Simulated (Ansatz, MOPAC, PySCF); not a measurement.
Noncovalent pair: HF (SMILES F) (first 2 atoms) with HI (SMILES I); geometry from B3LYP-D3(BJ)/def2-TZVP, rigid monomers moved along the line of their centres of mass till F1···H4 is 2.01 Å.
(charge 0, multiplicity 1):
```xyz
4

F      0.55178     0.61912    -0.26114
H      0.28287    -0.21342    -0.56465
I     -0.09797     0.23134     3.20173
H      0.31278     0.75245     1.72576
```

Monomers are frozen at their geometry in the pair; levels with a basis set take the counterpoise correction. Rows marked so take none.

Frozen-core correlation. Filled d and f shells under p-block atoms count as core. CBS(a, b) extrapolates the correlation energy as X⁻³ and adds the Hartree–Fock energy of set b. Rows in 3-21G, STO-3G carry no dispersion term and start afresh at each structure; the Pople sets are all-electron and without relativity. The state reached by AM1, PM3, PM6, PM7 isn't checked; PM7 holds dispersion and hydrogen-bond terms.

The values were computed with Ansatz (Gaussian basis) for Hartree–Fock, density functionals and correlated methods; MOPAC for AM1, PM3, PM6, PM7 (differences of heats of formation); PySCF for 3-21G rows, STO-3G rows, the dispersion terms. Values without a source in brackets are computed. In def2 rows elements past Kr take small-core potentials, without spin–orbit coupling.

Other levels give for the interaction energy: PBE/def2-TZVPPD -1.15; B3LYP/def2-TZVPPD -0.39; B3LYP-D3(BJ)/def2-TZVPPD -1.17; wB97M-V/def2-TZVPPD -1.09; CCSD(T)/CBS(def2-TZVPPD, def2-QZVPPD) -1.03 kcal/mol.

What do these common cheap choices give for the same quantity: AM1, PM3, PM6, PM7, HF/STO-3G (no counterpoise), HF/3-21G (no counterpoise), B3LYP/3-21G (no counterpoise)?

AM1 -0.10; PM3 0.81; PM6 1.42; PM7 2.72; HF/STO-3G (no counterpoise) -2.09; HF/3-21G (no counterpoise) -2.92; B3LYP/3-21G (no counterpoise) -7.24 kcal/mol. They span -7.24 to 2.72 kcal/mol.

Ansatz is an electronic-structure program.
